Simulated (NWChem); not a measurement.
System: C2H5ClOSi; SMILES CC(=O)[SiH2]Cl

Parts of the log:

```
             Northwest Computational Chemistry Package (NWChem) 7.3.0
             --------------------------------------------------------

 C1  symmetry detected

                             Geometry "geometry" -> ""
                             -------------------------

 Output coordinates in angstroms (scale by  1.889725989 to convert to a.u.)

  No.       Tag          Charge          X              Y              Z
 ---- ---------------- ---------- -------------- -------------- --------------
    1 C                    6.0000    -1.58844658     1.44540789    -0.00058320
    2 C                    6.0000    -0.08265159     1.33872177     0.00012269
    3 O                    8.0000     0.65374785     2.31260085     0.00137360
    4 Si                  14.0000     0.90281114    -0.32476443    -0.00084565
    5 Cl                  17.0000    -0.31969211    -2.01850762     0.00066164
    6 H                    1.0000    -2.00014197     0.94181590    -0.88497849
    7 H                    1.0000    -2.00316348     0.92635078     0.87326069
    8 H                    1.0000    -1.89133732     2.49618684     0.00753591
    9 H                    1.0000     1.74209826    -0.35449476    -1.22024922
   10 H                    1.0000     1.74456050    -0.35411203     1.21679660

 Effective nuclear repulsion energy (a.u.)     266.5512248088

                                 NWChem DFT Module
                                 -----------------

 Summary of "ao basis" -> "ao basis" (spherical)
 ------------------------------------------------------------------------------
       Tag                 Description            Shells   Functions and Types
 ---------------- ------------------------------  ------  ---------------------
 C                         def2-tzvp                11       31   5s3p2d1f
 O                         def2-tzvp                11       31   5s3p2d1f
 Si                        def2-tzvp                13       37   5s5p2d1f
 Cl                        def2-tzvp                13       37   5s5p2d1f
 H                         def2-tzvp                 4        6   3s1p

            General Information
            -------------------
          SCF calculation type: DFT
          Wavefunction type:  closed shell.
          No. of atoms     :    10
          No. of electrons :    56
           Alpha electrons :    28
            Beta electrons :    28
          Charge           :     0
          Spin multiplicity:     1
          Use of symmetry is: off; symmetry adaption is: off
          Maximum number of iterations: 150
          AO basis - number of functions:   197
                     number of shells:    79
          Convergence on energy requested:  1.00D-06
          Convergence on density requested:  1.00D-05
          Convergence on gradient requested:  5.00D-04

              XC Information
              --------------
                         B3LYP Method XC Potential
                     Hartree-Fock (Exact) Exchange  0.200
                        Slater Exchange Functional  0.800 local
                    Becke 1988 Exchange Functional  0.720 non-local
              Lee-Yang-Parr Correlation Functional  0.810
                  VWN I RPA Correlation Functional  0.190 local

             Grid Information
             ----------------
          Grid used for XC integration:  medium
          Radial quadrature: Mura-Knowles
          Angular quadrature: Lebedev.
          Tag              B.-S. Rad. Rad. Pts. Rad. Cut. Ang. Pts.
          ---              ---------- --------- --------- ---------
          C                   0.70       49          11.0       434
          O                   0.60       49          11.0       434
          Si                  1.10       88          11.0       590
          Cl                  1.00       88          12.0       590
          H                   0.35       45          12.0       434
          Grid pruning is: on
          Number of quadrature shells:   548
          Spatial weights used:  Erf1

      Superposition of Atomic Density Guess
      -------------------------------------

 Sum of atomic energies:        -900.93910876

      Non-variational initial energy
      ------------------------------

 Total energy =    -902.937135
 1-e energy   =   -1772.533304
 2-e energy   =     603.044944
 HOMO         =      -0.284053
 LUMO         =      -0.048211

------------------------------------------------------------
EAF file 0: "./job.aoints.0" size=529006592 bytes
------------------------------------------------------------
               write      read    awrite     aread      wait
               -----      ----    ------     -----      ----
     calls:     1009         0         0         0         0
   data(b): 5.29e+08  0.00e+00  0.00e+00  0.00e+00
   time(s): 0.00e+00  0.00e+00  0.00e+00  0.00e+00  0.00e+00
rate(mb/s): 0.00e+00  0.00e+00
------------------------------------------------------------

     ---------------------------------------------
      Total Density - Mulliken Population Analysis
     ---------------------------------------------

    Atom       Charge   Shell Charges
 -----------   ------   -------------------------------------------------------
    1 C    6     6.54   0.86  1.12  0.56  0.67  0.13  1.27  1.45  0.45  0.01  0.03  0.00
    2 C    6     5.44   0.86  1.12  0.54  0.64  0.13  0.92  0.94  0.13  0.04  0.11  0.01
    3 O    8     8.74   0.79  1.18  0.62  0.96  0.29  2.00  2.10  0.78  0.00  0.02  0.00
    4 Si  14    13.34   2.00  0.59  1.39  0.87  0.42  4.11  1.73  0.48  1.14  0.36  0.10  0.12  0.03
    5 Cl  17    17.41   2.01  0.45  1.52  1.11  0.84  4.19  1.69  1.11  2.97  1.52  0.00  0.02  0.00
    6 H    1     0.80   0.23  0.43  0.12  0.02
    7 H    1     0.80   0.23  0.43  0.12  0.02
    8 H    1     0.84   0.24  0.44  0.14  0.02
    9 H    1     1.04   0.23  0.54  0.26  0.01
   10 H    1     1.04   0.23  0.54  0.26  0.01

   convergence    iter        energy       DeltaE   RMS-Dens  Diis-err
 ---------------- ----- ----------------- --------- --------- ---------
 d= 0,ls=0.0,diis     1   -904.1623852255 -1.17D+03  8.27D-03  1.75D+00
 d= 0,ls=0.0,diis     2   -903.7500295887  4.12D-01  6.94D-03  5.41D+00
 d= 0,ls=0.0,diis     3   -904.2707525474 -5.21D-01  1.73D-03  3.17D-01
 d= 0,ls=0.0,diis     4   -904.2950047050 -2.43D-02  8.16D-04  3.35D-02
 d= 0,ls=0.0,diis     5   -904.2989694295 -3.96D-03  1.73D-04  1.82D-03
  Resetting Diis
 d= 0,ls=0.0,diis     6   -904.2992012349 -2.32D-04  2.97D-05  5.94D-05
 d= 0,ls=0.0,diis     7   -904.2992076408 -6.41D-06  1.99D-05  5.58D-06
 d= 0,ls=0.0,diis     8   -904.2992065833  1.06D-06  1.11D-05  1.77D-05
 d= 0,ls=0.0,diis     9   -904.2992081323 -1.55D-06  2.43D-06  8.74D-07
 d= 0,ls=0.0,diis    10   -904.2992082178 -8.55D-08  3.28D-07  8.01D-09

         Total DFT energy =     -904.299208217771
      One electron energy =    -1776.272025685558
           Coulomb energy =      675.958705580530
    Exchange-Corr. energy =      -70.537112921556
 Nuclear repulsion energy =      266.551224808812

 Numeric. integr. density =       56.000022259381

                       DFT Final Molecular Orbital Analysis
                       ------------------------------------

 Vector   26  Occ=2.000000D+00  E=-3.430644D-01
              MO Center= -1.6D-01, -1.6D+00,  5.3D-04, r^2= 2.6D+00
   Bfn.  Coefficient  Atom+Function         Bfn.  Coefficient  Atom+Function
  ----- ------------  ---------------      ----- ------------  ---------------
   145      0.442506   5 Cl px              148      0.288739   5 Cl px
   146     -0.228280   5 Cl py              142      0.214232   5 Cl px
   136     -0.173869   5 Cl px              149     -0.149780   5 Cl py
    68      0.114731   3 O  px              143     -0.110265   5 Cl py
    71      0.091729   3 O  px              137      0.089579   5 Cl py

 Vector   27  Occ=2.000000D+00  E=-3.261315D-01
              MO Center=  2.5D-01, -1.4D+00,  1.2D-04, r^2= 3.0D+00
   Bfn.  Coefficient  Atom+Function         Bfn.  Coefficient  Atom+Function
  ----- ------------  ---------------      ----- ------------  ---------------
   147      0.455325   5 Cl pz              150      0.310061   5 Cl pz
   144      0.222767   5 Cl pz              138     -0.179118   5 Cl pz
   187      0.136271   9 H  s               193     -0.136319  10 H  s
   110     -0.131298   4 Si pz              188      0.117396   9 H  s
   194     -0.117398  10 H  s               186      0.086973   9 H  s

 Vector   28  Occ=2.000000D+00  E=-2.595904D-01
              MO Center=  2.6D-01,  1.4D+00,  4.7D-04, r^2= 3.0D+00
   Bfn.  Coefficient  Atom+Function         Bfn.  Coefficient  Atom+Function
  ----- ------------  ---------------      ----- ------------  ---------------
    68      0.283942   3 O  px               69     -0.248871   3 O  py
    71      0.231310   3 O  px               72     -0.199465   3 O  py
     5      0.192292   1 C  s                74      0.191927   3 O  px
    75     -0.174543   3 O  py               36     -0.173313   2 C  s
     6      0.166222   1 C  px               97     -0.159867   4 Si s

 Vector   29  Occ=0.000000D+00  E=-6.819427D-02
              MO Center=  1.4D-01,  1.3D+00,  7.5D-05, r^2= 2.6D+00
   Bfn.  Coefficient  Atom+Function         Bfn.  Coefficient  Atom+Function
  ----- ------------  ---------------      ----- ------------  ---------------
    45      0.348643   2 C  pz               76     -0.335261   3 O  pz
    42      0.329817   2 C  pz               39      0.323329   2 C  pz
    70     -0.294832   3 O  pz              188      0.259216   9 H  s
   194     -0.258770  10 H  s                73     -0.235418   3 O  pz
   113      0.231642   4 Si pz              170      0.122345   6 H  s

 Vector   30  Occ=0.000000D+00  E=-3.964001D-03
              MO Center=  7.7D-01, -5.4D-01, -1.4D-03, r^2= 4.7D+00
   Bfn.  Coefficient  Atom+Function         Bfn.  Coefficient  Atom+Function
  ----- ------------  ---------------      ----- ------------  ---------------
   112      0.900855   4 Si py                5      0.665847   1 C  s
   135      0.620940   5 Cl s                36     -0.542610   2 C  s
   111      0.445712   4 Si px              109      0.392100   4 Si py
   149      0.337420   5 Cl py              148      0.290462   5 Cl px
   170     -0.247228   6 H  s               176     -0.245305   7 H  s

 Vector   31  Occ=0.000000D+00  E= 1.842223D-02
              MO Center=  6.4D-01, -2.9D-01, -4.5D-03, r^2= 6.0D+00
   Bfn.  Coefficient  Atom+Function         Bfn.  Coefficient  Atom+Function
  ----- ------------  ---------------      ----- ------------  ---------------
     5      1.829406   1 C  s               111      1.276545   4 Si px
   170     -0.782704   6 H  s               176     -0.770222   7 H  s
   112     -0.732489   4 Si py              188     -0.713256   9 H  s
   194     -0.714568  10 H  s                44     -0.529848   2 C  py
    13     -0.384311   1 C  py               67      0.349033   3 O  s

------------------------------------------------------------
EAF file 0: "./job.aoints.0" size=937951232 bytes
------------------------------------------------------------
               write      read    awrite     aread      wait
               -----      ----    ------     -----      ----
     calls:     1789         9         0     16092     16092
   data(b): 9.38e+08  4.72e+06  0.00e+00  8.44e+09
   time(s): 0.00e+00  0.00e+00  0.00e+00  0.00e+00  0.00e+00
rate(mb/s): 0.00e+00  0.00e+00
------------------------------------------------------------

     ---------------------------------------------
      Total Density - Mulliken Population Analysis
     ---------------------------------------------

    Atom       Charge   Shell Charges
 -----------   ------   -------------------------------------------------------
    1 C    6     6.32   0.85  1.12  0.52  0.65  0.11  1.36  1.24  0.43  0.01  0.03  0.00
    2 C    6     5.88   0.86  1.12  0.56  0.62  0.11  1.23  1.04  0.15  0.04  0.15  0.01
    3 O    8     8.28   0.79  1.18  0.62  0.90  0.34  1.88  1.76  0.77  0.00  0.03  0.00
    4 Si  14    13.60   2.00  0.57  1.39  0.94  0.35  4.13  1.68  0.61  1.26  0.28  0.15  0.19  0.04
    5 Cl  17    17.26   2.01  0.43  1.52  1.15  0.80  4.19  1.67  1.14  2.80  1.51  0.01  0.03  0.00
    6 H    1     0.87   0.27  0.47  0.10  0.02
    7 H    1     0.87   0.27  0.47  0.10  0.02
    8 H    1     0.87   0.27  0.47  0.10  0.02
    9 H    1     1.03   0.25  0.53  0.23  0.01
   10 H    1     1.03   0.25  0.53  0.23  0.01

     -------------------------------------------
      Total Density - Lowdin Population Analysis
     -------------------------------------------

    Atom       Charge   Shell Charges
 -----------   ------   -------------------------------------------------------
    1 C    6     6.29   0.91  1.04  0.37  0.35  0.17  1.16  1.40  0.63  0.02  0.21  0.02
    2 C    6     6.44   0.91  1.04  0.38  0.34  0.20  1.07  1.19  0.55  0.06  0.61  0.09
    3 O    8     7.87   0.87  1.09  0.53  0.59  0.33  1.72  1.78  0.87  0.00  0.07  0.01
    4 Si  14    13.93   2.00  0.84  1.10  0.56  0.33  3.85  1.87  0.70  1.16  0.63  0.15  0.61  0.15
    5 Cl  17    16.83   1.98  0.84  1.14  0.91  0.76  3.93  1.90  1.27  2.47  1.59  0.01  0.04  0.00
    6 H    1     0.86   0.25  0.39  0.16  0.06
    7 H    1     0.86   0.25  0.39  0.16  0.06
    8 H    1     0.87   0.25  0.39  0.16  0.06
    9 H    1     1.03   0.25  0.47  0.29  0.03
   10 H    1     1.03   0.25  0.47  0.29  0.03

     Multipole analysis of the density
     ---------------------------------

     L   x y z        total         alpha         beta         nuclear
     -   - - -        -----         -----         ----         -------
     0   0 0 0     -0.000000    -28.000000    -28.000000     56.000000

     1   1 0 0     -0.507512     -0.253756     -0.253756     -0.000000
     1   0 1 0     -0.174495     -0.087248     -0.087248      0.000000
     1   0 0 1     -0.001870     -0.000935     -0.000935     -0.000000

     2   2 0 0    -32.034040   -104.251310   -104.251310    176.468580
     2   1 1 0     -3.476380      7.502478      7.502478    -18.481336
     2   1 0 1      0.000957     -0.002957     -0.002957      0.006871
     2   0 2 0    -39.429923   -278.690980   -278.690980    517.952036
     2   0 1 1     -0.006210     -0.000321     -0.000321     -0.005568
     2   0 0 2    -32.602446    -24.363731    -24.363731     16.125015
```

Level: B3LYP/def2-TZVP. The geometry was optimised at B3LYP/6-31G* (spherical d).

Question: Write an input that gives this output.

Answer: This is not unique; one that fits is the input that was run:
```
start job
memory heap 200 mb stack 900 mb global 1100 mb
geometry units angstroms noautoz
  C     -1.601982     1.326472     0.092029
  C     -0.093666     1.268438     0.112422
  O      0.611154     2.265323     0.099184
  Si     0.944411    -0.361986     0.161796
  Cl    -0.223249    -2.093778     0.189165
  H     -1.986585     0.789550    -0.784925
  H     -2.010487     0.814660     0.973043
  H     -1.938386     2.366845     0.071992
  H      1.798983    -0.392831    -1.046917
  H      1.771802    -0.336011     1.389316
end
basis spherical
  * library def2-tzvp
end
dft
  xc b3lyp
  iterations 150
  semidirect filesize 400000000
  mulliken
end
task dft energy
```
